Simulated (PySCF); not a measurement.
## Dipole moment and polarisability of `CC#[C][Al@H-]1[Cl+][Al@@-]([F])([Cl])[Cl+]1`

Compound: C3H4Al2Cl3F.
Structure used (GFN2-xTB), in Å, numbered top down from 1:
```
atom  x, y, z in Å
C1     2.5640    2.1133    0.3644
C2     1.7286    0.9603    0.1132
C3     1.0249   -0.0089   -0.0951
Al4   -0.0329   -1.5835   -0.4565
Cl5   -1.4181   -1.8562    1.2249
Al6   -3.0734   -1.1176   -0.0314
F7    -4.0119   -2.4415   -0.3361
Cl8   -3.7747    0.6771    0.5737
Cl9   -1.7007   -0.9735   -1.7499
H10    2.1707    2.6845    1.2054
H11    3.5791    1.7921    0.5986
H12    2.5913    2.7543   -0.5168
H13    0.3489   -3.0000   -0.9121
```

Level: wB97X-D/def2-SVPD (PySCF), static field, nuclei fixed, core orbitals frozen in the response. The polarisability tensor in these axes (au):

```
x   126.79  14.26   1.15
y    14.26 121.15   5.71
z     1.15   5.71  98.15
```

Task: Give the principal values, the mean and the anisotropy Δα = √{½[(α1 − α2)² + (α2 − α3)² + (α1 − α3)²]}.

Result: Principal values 96.60, 110.47 and 139.01 au; mean 115.36 au = 17.09 Å³ = 19.02 × 10⁻⁴⁰ C²·m²/J; Δα = 37.45 au (32 % of the mean).

Task: What is the dipole moment, and where does it point?

Result: (2.63, 1.75, 0.25) D, 3.17 D in size, pointing from the negative to the positive side. Measured along this direction, the outermost atoms are F7 at the negative end and H11 at the positive end.

Task: Find the Langevin capture rate constant for NO+ (29.998 u) meeting this molecule (217.899 u), k = 2.342 × 10⁻⁹ cm³/s × √(α in Å³ / reduced mass in u).

Result: The reduced mass is 26.37 u, so k = 1.89 × 10⁻⁹ cm³/s. The formula leaves out the permanent dipole, which adds to the capture rate.

Task: What would n − 1 = 2πNα be for an ideal gas of these molecules at 273.15 K and 1 atm, electronic part alone?

Result: N = p/kT = 2.6868 × 10¹⁹ cm⁻³, so n − 1 = 2π × N × 17.09 × 10⁻²⁴ cm³ = 2886 × 10⁻⁶ at long wavelengths.

Task: What depolarisation ratio follows for Rayleigh scattering of linearly polarised light, taking the static tensor?

Result: ρ = 3Δα²/(45ᾱ² + 4Δα²) = 4208.2/(598859 + 5610.9) = 0.00696.

Task: Orientational against electronic polarisability at 250 K (dilute gas, rigid molecules)?

Result: In Gaussian units μ²/3kT = 96.81 Å³ against 17.09 Å³, a ratio of 5.66; the Debye molar polarisation (4π/3)N_A(α + μ²/3kT) is 287.3 cm³/mol, leaving out the vibrational part.

Task: Along which axes do the principal values lie, and how far do the nuclei extend along each?

Result: Largest value along (0.76, 0.64, 0.11), where the nuclei span 8.58 Å; middle along (-0.64, 0.72, 0.27), 5.69 Å; least along (0.09, -0.28, 0.96), 3.12 Å. The response follows the extents in order.

Isolated species at its GFN2-xTB geometry, gas phase.
